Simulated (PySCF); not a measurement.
# A small calculation by hand: oscillator strength and radiative lifetime

CF₃NOSn, SMILES O=C=[N][Sn]([F])([F])[F].

Coordinates come from a B3LYP-D3(BJ)/def2-SVP optimisation. The structure was generated by enumeration; whether it is a known compound was not checked. The def2 effective core potentials stand for the cores of Sn; spin–orbit coupling is left out. The values are those of a single conformer.

TDDFT-ωB97X/def2-SVPD (PySCF) puts the first singlet state with f over 0.02 at 6.09 eV (vertical), with the transition dipole (0.671, -0.189, -0.015) in atomic units.

Question: Find the oscillator strength, the wavelength and the radiative lifetime that this transition would have in vacuum if emission retraced absorption.

Answer: 
|μ|² = 0.4862 au, so |μ| = 1.77 D. ΔE = 6.09/27.211 = 0.2238 hartree. f = (2/3) ΔE |μ|² = 0.073 (the program prints 0.073).
λ = 1239.84/6.09 = 204 nm; ν = 49119 cm⁻¹.
Einstein's coefficient A = 0.6670 ν² f s⁻¹ (ν in cm⁻¹) = 1.2e8 s⁻¹, so τ = 1/A = 8.6 ns. This state is S2; the lower singlet has f = 0.005. The figure is the radiative limit of this one transition; relaxation, internal conversion, crossing to triplets and a medium change what is measured.
